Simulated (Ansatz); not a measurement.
C₃H₁₀Si₂ (`C[Si]1(C)C[SiH2]1`). Total charge 0; spin multiplicity 1.

Cartesian coordinates in Å:
```
C -0.561 0.990 1.422
Si -0.074 -0.095 -0.007
C -0.770 -1.821 0.059
C 1.590 0.114 -0.730
Si 0.606 1.002 -2.181
H -0.219 0.548 2.362
H -1.645 1.107 1.478
H -0.111 1.978 1.317
H -0.322 -2.377 0.887
H -0.549 -2.356 -0.867
H -1.853 -1.812 0.202
H 2.098 -0.793 -1.051
H 2.258 0.775 -0.183
H -0.844 0.456 -1.335
H 0.396 2.283 -1.373
```

(1) Give the diagnostics of a CCSD(T)/def2-TZVPP run (frozen core, the Gaussian-basis code of Ansatz). (Estimate.)

## Answers

(1) Computed: T1 = 0.0129, largest single amplitude 0.019, largest double 0.051, (T) share of the correlation energy 4.1 %, 10 CCSD cycles. The RHF solution is stable towards an unrestricted one. T1 lies under the customary mark of 0.02 for closed shells.
